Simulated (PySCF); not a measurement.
## Bonding in dimethyl phthalate

Compound: dimethyl phthalate, C₁₀H₁₀O₄.
Numbering: `[CH3:1][O:2][C:3](=[O:4])[c:5]1[cH:6][cH:7][cH:8][cH:9][c:10]1[C:11](=[O:12])[O:13][CH3:14]` (hydrogens: H15, H16, H17 on C1; H18 on C6; H19 on C7; H20 on C8; H21 on C9; H22, H23, H24 on C14)

Cartesian coordinates in Å at the PBE0-D3(BJ)/def2-SVP level; atoms count from 1:
```xyz
24
C10H10O4 angstrom
C      1.3989    2.0768   -1.9219
O      0.6242    1.0225   -1.3830
C      1.3114    0.0013   -0.8625
O      2.5090   -0.0983   -0.9264
C      0.4096   -1.0377   -0.2851
C      0.7617   -2.3711   -0.5045
C     -0.0761   -3.4020   -0.0889
C     -1.2791   -3.1050    0.5493
C     -1.6259   -1.7791    0.7933
C     -0.7790   -0.7401    0.4021
C     -1.1786    0.6412    0.8015
O     -2.3122    1.0446    0.8073
O     -0.1357    1.3570    1.2336
C     -0.4185    2.6942    1.6004
H      2.0790    1.7053   -2.7020
H      2.0027    2.5550   -1.1356
H      0.6884    2.7961   -2.3451
H      1.6993   -2.5810   -1.0231
H      0.2070   -4.4408   -0.2729
H     -1.9468   -3.9092    0.8664
H     -2.5555   -1.5261    1.3072
H     -0.7644    3.2701    0.7285
H      0.5184    3.1135    1.9848
H     -1.2013    2.7324    2.3717
```

Bond orders from the PBE0/pcSseg-1 density (PySCF). Isolated species at its PBE0-D3(BJ)/def2-SVP geometry (one conformer only).

(1) Where do the orders between heavy atoms depart from those drawn in the SMILES?

(2) Give the Mayer order of every bond between heavy atoms, beside its length.

Results:

(1) The largest departure is 0.220, at C10–C5 (drawn aromatic, 1.280), counting aromatic bonds as 1.5. Drawn single, order below 0.88: C1–O2 (0.873) and O13–C14 (0.874). The bonds drawn aromatic range from 1.28 to 1.44.

(2) 
```
   bond  drawn as  length (Å)  Mayer order
  C1–O2    single       1.415        0.873
  O2–C3    single       1.336        1.100
  C3–O4    double       1.203        1.930
  C3–C5    single       1.492        0.981
  C5–C6  aromatic       1.396        1.441
  C6–C7  aromatic       1.392        1.425
  C7–C8  aromatic       1.394        1.421
  C8–C9  aromatic       1.392        1.425
 C9–C10  aromatic       1.396        1.441
C10–C11    single       1.492        0.979
C11–O12    double       1.203        1.932
C11–O13    single       1.337        1.101
O13–C14    single       1.415        0.874
 C10–C5  aromatic       1.405        1.280
```

By pair of heavy elements: C–O: lowest C1–O2 and O13–C14 (0.873, 1.415 Å), highest C11–O12 and C3–O4 (1.932, 1.203 Å). C–C: lowest C10–C11 and C3–C5 (0.979, 1.492 Å), highest C5–C6 and C9–C10 (1.441, 1.396 Å). Bonds named together lie within 0.004.

Question: And the bonds to hydrogen?

Answer: C–H: 0.95 to 0.97 (10 bonds).

Question: Sum the orders of all bonds at each heavy atom with more than one neighbour and set the sums beside the valence in the SMILES.

Answer: C1 3.758 (drawn 4), O2 1.973 (drawn 2), C3 4.011 (drawn 4), C5 3.702 (drawn 4), C6 3.817 (drawn 4), C7 3.809 (drawn 4), C8 3.809 (drawn 4), C9 3.818 (drawn 4), C10 3.700 (drawn 4), C11 4.012 (drawn 4), O13 1.975 (drawn 2), C14 3.760 (drawn 4). Orders between atoms that aren't bonded are not in these sums.

For a closed shell the Mayer order of atoms A and B is Σ (PS)μν (PS)νμ over the basis functions μ on A and ν on B, with P the density and S the overlap matrix.
